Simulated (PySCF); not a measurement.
4-(aminomethyl)pyridine, C6H8N2.
InChI=1S/C6H8N2/c7-5-6-1-3-8-4-2-6/h1-4H,5,7H2

Torsions of this conformer, `[NH2:1][CH2:2][c:3]1[cH:4][cH:5][n:6][cH:7][cH:8]1`: N1–C2–C3–C4 -88°, H–N1–C2–C3 -58°, H–N1–C2–C3 58°.

The closed-shell ground state was solved at several levels (PySCF, density fitting, gas phase, non-relativistic). Isolated species at its PBE0-D3(BJ)/def2-SVP geometry (one conformer only).

```
            level  basis functions  HOMO (eV)  LUMO (eV)  gap (eV)  dipole (D)
wB97X-D/def2-SVPD              224      -9.08       0.81      9.89        1.24
 wB97X-D/pcSseg-1              176      -9.00       0.87      9.87        1.21
    PBE0/pcSseg-1              176      -7.08      -0.86      6.22        1.24
```

(1) What might B3LYP/pcJ-1 (296 basis functions) give for the same quantities?

(2) Over all these levels, which gives the widest orbital gap and which the narrowest?

(3) How far do the dipole and the HOMO energy spread over the levels?

Results:

(1) HOMO -6.81 eV, LUMO -1.02 eV, gap 5.79 eV, dipole 1.21 D.

(2) wB97X-D/def2-SVPD (range-separated hybrid) has the widest, 9.89 eV, and B3LYP/pcJ-1 (global hybrid, 20 % exact exchange) the narrowest, 5.79 eV. Functional and basis both differ between the two, so the spread mixes both effects.

(3) The dipole runs from 1.21 to 1.24 D (mean 1.22 D) and the HOMO from -9.08 to -6.81 eV.
